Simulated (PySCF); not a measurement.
Structure problem from calculated spectra and properties.

Formula: C5H8N2O2.

* NMR, other nuclei: isotropic shieldings of nuclei other than C and H, by class: -32 (1 N), 67 (1 N), 259 (1 O), 291 (1 O) ppm [GIAO PBE0/pcSseg-1]
* 1H NMR: chemical shifts (computed TMS as zero) by class: 8.64 (1 H), 7.10 (1 H), 4.26 (3 H), 3.84 (3 H) ppm [GIAO PBE0/pcSseg-1]
* Rotational structure: rotational constants A, B, C: 2.035, 1.796, 0.966 GHz [GFN2-xTB]
* 13C NMR: chemical shifts (computed TMS as zero) by class: 147.2 (1 C), 133.5 (1 C), 127.7 (1 C), 59.2 (1 C), 58.2 (1 C) ppm [GIAO PBE0/pcSseg-1]
* Triplet: lowest triplet excitation (Tamm–Dancoff): 4.15 eV [TDA PBE0/def2-SVPD]
* UV, first state: lowest singlet excitation: 5.41 eV (229 nm, f = 0.011) [TDDFT PBE0/def2-SVPD]
* Dipole: 2.28 D [PBE0/def2-SVPD]
* Polarisability: 80.5 au [PBE0/def2-SVPD]

Electronic properties: PySCF, gas phase, density fitting. Levels stand in brackets. NMR shifts are as computed; neighbouring signals can stand in another order in a measured spectrum. The structure is a single GFN2-xTB conformer in the gas phase; no vibrational or solvent corrections. NMR classes are plain means over equivalent atoms (diastereotopic ones count apart unless rotation or inversion swaps them), as if these changed places fast.

Task: Give a SMILES that accounts for the data.

Result: Numbering: `[CH3:1][O:2][c:3]1[cH:4][n:5][nH:6][c:7]1[O:8][CH3:9]`. Its formula, C5H8N2O2, gives 3 degrees of unsaturation: 1 ring and 2 π bonds in the structure found (Kekulé form). 5 carbons fall into 5 classes; from least to most shielded: aromatic carbon bearing oxygen [C7] (147.2 ppm), aromatic carbon bearing oxygen [C3] (133.5 ppm), aromatic CH next to a ring nitrogen [C4] (127.7 ppm), methoxy carbon [C9] (59.2 ppm), methoxy carbon [C1] (58.2 ppm). Hydrogen classes from least to most shielded: 1 H on a pyrrole-type nitrogen, N6 (8.64 ppm), 1 H on an aromatic CH next to a ring nitrogen, C4 (7.10 ppm), 3 H on a methoxy carbon, C9 (4.26 ppm), 3 H on a methoxy carbon, C1 (3.84 ppm). The other shieldings belong to: -32 ppm, pyridine-type nitrogen [N5]; 67 ppm, pyrrole-type nitrogen [N6]; 259 ppm, aryl ether oxygen [O8]; 291 ppm, aryl ether oxygen [O2]. The optimised geometry has point group Cs and is an asymmetric top. Structure: `COc1cn[nH]c1OC`. Computed isomers that give other values at the same levels: `CC(C)Oc1ncno1` (13C chemical shifts (computed TMS as zero) by class: 183.1 (1 C), 162.1 (1 C), 79.5 (1 C), 23.1 (2 C) ppm); `CO[C@H](CC#N)C(N)=O` (13C chemical shifts (computed TMS as zero) by class: 172.4 (1 C), 122.9 (1 C), 85.5 (1 C), 60.7 (1 C), 24.5 (1 C) ppm); `C=C(CC(N)=O)NC=O` (13C chemical shifts (computed TMS as zero) by class: 169.5 (1 C), 161.1 (1 C), 147.6 (1 C), 103.2 (1 C), 41.8 (1 C) ppm). The assignments are read from this structure; whether some other isomer fits the data as well wasn't checked.

Conformer computed: `[CH3:1][O:2][c:3]1[cH:4][n:5][nH:6][c:7]1[O:8][CH3:9]`: C1–O2–C3–C4 0°, N6–C7–O8–C9 180°.
